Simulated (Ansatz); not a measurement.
CdFH$_{2}$N (`[NH2][Cd][F]`) at its PBE0-D4/def2-TZVP geometry, where that method's forces vanish. Charge 0, multiplicity 1. Cd: def2 effective core potential.

| atom | x (Å) | y (Å) | z (Å) |
| --- | --- | --- | --- |
| N1 | -0.540 | -0.803 | -0.416 |
| Cd2 | 0.596 | 0.509 | 0.575 |
| F3 | 1.743 | 1.658 | 1.629 |
| H4 | -1.516 | -0.529 | -0.390 |
| H5 | -0.283 | -0.835 | -1.397 |

Problem. For each bond, give half the difference of the two atoms' forces along it (eV/Å; positive pushes the atoms apart) under PBE-D4, r2SCAN-D4, B3LYP-D4, ωB97M-V in def2-TZVPP. (Estimate.)

Solution. Computed: 
| bond | length (Å) | PBE-D4 | r2SCAN-D4 | B3LYP-D4 | ωB97M-V |
| --- | --- | --- | --- | --- | --- |
| N1–Cd2 | 1.998 | -0.02 | 0.04 | 0.16 | 0.04 |
| N1–H4 | 1.014 | 0.29 | 0.06 | -0.03 | -0.06 |
| N1–H5 | 1.014 | 0.29 | 0.06 | -0.03 | -0.06 |
| Cd2–F3 | 1.935 | 0.12 | -0.13 | 0.02 | -0.06 |

B3LYP here is the variant with VWN-RPA as its local correlation; programs differ in this.
